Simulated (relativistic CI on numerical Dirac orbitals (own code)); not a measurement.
# Slater and spin-orbit integrals, Gd30+

Method of calculation: Dirac-Coulomb-Breit CI, KLI orbitals optimised for each configuration, model QED, unscaled Slater integrals (own radial code, finite nucleus).

Slater integrals F^k, G^k are unscaled and averaged over j, outside the closed core [Ar] 3d10; ζ comes from projecting the Hamiltonian with its Breit term on Σ l·s of the shell.

- 4s2.4p4: F^2(4p,4p) = 200910, ζ(4p) = 229480 cm⁻¹; <r>(4p) = 0.511, <r^2>(4p) = 0.2951 (bohr units).
- 4s.4p5: G^1(4s,4p) = 263000, ζ(4p) = 229290 cm⁻¹; <r>(4s) = 0.4985, <r^2>(4s) = 0.2792, <r>(4p) = 0.5112, <r^2>(4p) = 0.2953 (bohr units).
- 4s2.4p3.4d: F^2(4p,4p) = 200870, ζ(4p) = 229890, F^2(4p,4d) = 196910, G^1(4p,4d) = 245110, G^3(4p,4d) = 157040, ζ(4d) = 28344 cm⁻¹; <r>(4p) = 0.5111, <r^2>(4p) = 0.2952, <r>(4d) = 0.5145, <r^2>(4d) = 0.3022 (bohr units).

Averages of the first 10 configurations, taken without configuration mixing, which lowers the lowest level and can move excited configurations by several eV; other configurations of the list can lie among them:

| Configuration | Parity | States | Average energy above the lowest level (eV) |
| --- | --- | --- | --- |
| 4s2.4p4 | even | 15 | 32.1 |
| 4s.4p5 | odd | 12 | 143.2 |
| 4s2.4p3.4d | odd | 200 | 174.5 |
| 4p6 | even | 1 | 263.3 |
| 4s.4p4.4d | even | 300 | 281.7 |
| 4s2.4p3.4f | even | 280 | 319.7 |
| 4s.4p4.4f | odd | 420 | 427.2 |
| 4p5.4d | odd | 60 | 397.9 |
| 4s.4p3.4d2 | odd | 1800 | 422.8 |
| 4s2.4p2.4d.4f | odd | 2100 | 462.7 |
